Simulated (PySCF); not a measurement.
SMILES c1([SiH3])sc(cc1)C(C)=O, GFN2-xTB optimised geometry.

```
17

C     -0.75    -3.24    -0.01
C     -1.36    -1.86     0.00
O     -2.56    -1.67     0.02
C     -0.41    -0.75     0.00
C      0.96    -0.75     0.00
C      1.50     0.54     0.00
C      0.56     1.54     0.00
Si     0.82     3.40    -0.01
S     -1.03     0.87     0.00
H     -1.55    -3.98    -0.01
H     -0.12    -3.38     0.86
H     -0.14    -3.36    -0.90
H      1.56    -1.64     0.00
H      2.56     0.75     0.00
H      2.26     3.62     0.13
H      0.33     3.93    -1.28
H      0.09     3.98     1.11
```

Density from PBE/def2-SVP (PySCF) at that geometry.

Minimum of the electron density along straight lines between bonded atoms, close to the bond critical point (lines longer than 1.1 times the sum of covalent radii, or with two minima, are not listed):

| bond | length / Å | ρ at the minimum / e bohr⁻³ | ∇²ρ there / e bohr⁻⁵ | position (fraction from the first atom) |
|---|---|---|---|---|
| C1–C2 | 1.512 | 0.252 | [?] | 0.49 |
| C2–O3 | 1.213 | 0.405 | 0.30 | 0.33 |
| C2–C4 | 1.457 | 0.277 | -0.66 | 0.49 |
| C4–C5 | 1.375 | 0.312 | -0.75 | 0.51 |
| C5–C6 | 1.400 | 0.300 | -0.72 | 0.50 |
| C6–C7 | 1.372 | 0.312 | -0.75 | 0.49 |
| C7–Si8 | 1.879 | [?] | [?] | 0.62 |
| C4–S9 | 1.736 | 0.208 | -0.41 | 0.47 |
| C7–S9 | 1.724 | 0.212 | -0.43 | 0.47 |
| C1–H10 | 1.087 | 0.276 | -1.02 | 0.64 |
| C1–H11 | 1.088 | 0.272 | -0.98 | 0.63 |
| C1–H12 | 1.088 | 0.272 | -0.98 | 0.63 |
| C5–H13 | 1.075 | 0.282 | -1.07 | 0.64 |
| C6–H14 | 1.076 | 0.282 | -1.07 | 0.64 |
| Si8–H15 | 1.463 | 0.117 | 0.32 | 0.49 |
| Si8–H16 | 1.463 | 0.117 | 0.32 | 0.49 |
| Si8–H17 | 1.462 | 0.117 | 0.32 | 0.49 |

Task: What belongs in the gaps?

Result: 
- C1–C2, ∇²ρ there / e bohr⁻⁵: -0.57
- C7–Si8, ρ at the minimum / e bohr⁻³: 0.110
- C7–Si8, ∇²ρ there / e bohr⁻⁵: 0.35
